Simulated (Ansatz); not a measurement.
The first iterations of a band of CH$_{4}$BOSb (8 atoms, charge 0, multiplicity 1).

The calculation used Ansatz, RKS PBE-D4/def2-SVP.

```
movable images  : 7
climbing image  : yes
spring          : 5.0 eV/Å²
optimiser       : quadratic models (default)
start path      : IDPP
force threshold : 0.03 eV/Å
iteration limit : 60
end points      : relaxed
```

Image 0:

```xyz
8
Properties=species:S:1:pos:R:3
O -0.083 1.141 -0.886
Sb -1.805 -0.454 -0.371
B 0.273 0.437 0.355
C 0.322 -1.083 0.069
H -0.309 2.075 -0.699
H 0.497 1.073 1.363
H 0.790 -1.502 -0.838
H 0.407 -1.744 0.951
```

Image 8:

```xyz
8
Properties=species:S:1:pos:R:3
O -0.314 1.415 -0.539
Sb -1.855 -0.363 -0.187
B 0.191 0.527 0.540
C 0.348 -0.929 0.044
H 0.047 1.148 -1.408
H 0.361 1.048 1.618
H 0.789 -1.196 -0.934
H 0.524 -1.707 0.810
```

| iteration | highest image above the first end (eV) | largest band force component (eV/Å) |
| --- | --- | --- |
| 1 | 0.683 | 1.308 |
| 2 | 0.563 | 0.435 |

Does the band converge within its limit, and where does its top end?

It converged. It ended after 8 iterations with the highest image 0.480 eV above the first end. A vibrational analysis at the climbing image gives one clearly imaginary mode, 697i cm⁻¹: a first-order saddle point.

The run took 3.1 min on 1 CPU thread of a shared host.
